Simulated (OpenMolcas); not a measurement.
# Tc5+: moving or changing the point charges

Tc5+ among 5 point charges of -1 e arranged as a trigonal bipyramid (D3h), 1.86 Å from the ion, with the axial distance 2.120 Å.
```
   1.8600    0.0000    0.0000  -1.00
  -0.9300    1.6108    0.0000  -1.00
  -0.9300   -1.6108    0.0000  -1.00
   0.0000    0.0000    2.1204  -1.00
   0.0000    0.0000   -2.1204  -1.00
```

| Item | Value |
| --- | --- |
| Program | OpenMolcas |
| Method | CASSCF |
| Basis | ANO-RCC-VDZP [6s5p3d1f] |
| Scalar Hamiltonian | DKH2, point nucleus |
| Active space | 2 electrons in 5 orbitals (4d) |
| State averaging | 2S+1 = 3 even, 10 roots; 2S+1 = 1 even, 15 roots |
| Spin-orbit coupling | RASSI with atomic mean-field integrals over the reference wave functions |

Runs around this geometry, states (labels of D3, the rotations of D3h). Energies in cm-1 above the lowest state or level, χT in cm3 K/mol.

```csv
R (Å),q (e),Axial / equatorial distance,Ground state,First state of that spin,First gap with spin-orbit (degeneracies),χT at 300 K,First state of another spin
1.86,-0.8,1.14,3A2,3A1 1276,"611.6 (1, 2)",0.147,1E 13542
1.68,-1,1.14,3A2,3A1 2570,"517.7 (1, 2)",0.165,1E 13886
1.86,-1,1.14,3A2,3A1 1611,"608.4 (1, 2)",0.134,1E 13675
1.99,-1,1.14,3A2,3A1 1181,"604.6 (1, 2)",0.156,1E 13470
1.86,-1,1.23,3A2,3E 1951,"602.7 (1, 2)",0.132,1E 13454
```

Taking the first state of the same spin as R^-n, n = -ln(1181 / 2570) / ln(1.99 / 1.68) = 4.6 between the shortest and longest distance.

Scaling the charges by -0.8 / -1 = 0.80 scales the first state of the same spin by 1276 / 1611 = 0.79; with fixed orbitals a first-order splitting would follow the charge.

Without dynamic correlation the repulsion within the d shell is too large (B by tens of per cent), so at a given field states of lower spin stand too high. Spin-orbit coupling mixes the spin-free states strongly: the lowest level takes only 61 % from its leading state, 3A2 (figures for R = 1.86, q = -0.8, ratio = 1.14; the like holds for R = 1.86, q = -1, ratio = 1.14, R = 1.99, q = -1, ratio = 1.14, R = 1.86, q = -1, ratio = 1.23). The ground term spreads over less than 5000 cm-1, several times less than with real ligands, so orbital moments are less quenched and χT lies further from the spin-only value than at real sites (holds for R = 1.86, q = -0.8, ratio = 1.14; R = 1.86, q = -1, ratio = 1.14; R = 1.99, q = -1, ratio = 1.14; R = 1.86, q = -1, ratio = 1.23). Point charges carry no covalency, so the field is a model and not that of real ligands. No measured value stands beside these numbers.
